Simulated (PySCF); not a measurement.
**Orbital picture of SnSb**

PBEsol at R = 2.645 Å; PySCF, scalar-relativistic core potentials, basis sets Sn def2-SVP with ECP28, Sb def2-SVP with ECP28. State: ²Π (doublet), unpaired electrons π ↑. Only the outer orbitals are listed, counted within each symmetry, core potentials removing the inner ones.

```
spin  orbital  occ.  ε (eV)  on Sn (%)   main shells (%)
   α       7σ     1  -13.56         26  72 Sb s, 22 Sn s
   α       8σ     1  -10.24         70  69 Sn s, 23 Sb s
   α       5π     1   -5.64         29  70 Sb p, 28 Sn p
   α       9σ     1   -5.36         47  51 Sb p, 40 Sn p
   α       5π     1   -5.07         33  66 Sb p, 33 Sn p
   α       6π     0   -3.33         71  70 Sn p, 29 Sb p
   α       6π     0   -2.89         67  66 Sn p, 33 Sb p
   α      10σ     0   -0.34         65  64 Sn p, 39 Sb p
   β       7σ     1  -13.13         30  68 Sb s, 26 Sn s
   β       8σ     1  -10.01         67  66 Sn s, 26 Sb s
   β       9σ     1   -5.17         48  50 Sb p, 42 Sn p
   β       5π     1   -4.86         40  60 Sb p, 39 Sn p
   β       5π     0   -4.80         41  58 Sb p, 40 Sn p
   β       6π     0   -2.78         61  60 Sn p, 39 Sb p
   β       6π     0   -2.75         59  59 Sn p, 40 Sb p
```

Task: Which are the highest filled and the lowest empty level, where do they sit, and how wide is the gap?

Result: Highest filled β 5π at -4.86 eV (in %: 60 Sb p, 39 Sn p); lowest empty β 5π at -4.80 eV (in %: 58 Sb p, 40 Sn p); the gap at PBEsol is 0.06 eV. Both belong to one degenerate shell, split only by its one-sided filling, so this is no excitation gap.

```json
{"bond order (Mayer)": "2.29", "⟨S²⟩": "0.755", "charge on Sn (Mulliken, basis-dependent)": "0.10", "charge on Sn (Löwdin, basis-dependent)": "0.04", "dipole moment (positive dipole means Sn(−)Sb(+))": "-1.03 D"}
```

Spin–orbit coupling is left out. The state is the lowest determinant that a PBE0 search found; another state may lie lower at other levels.
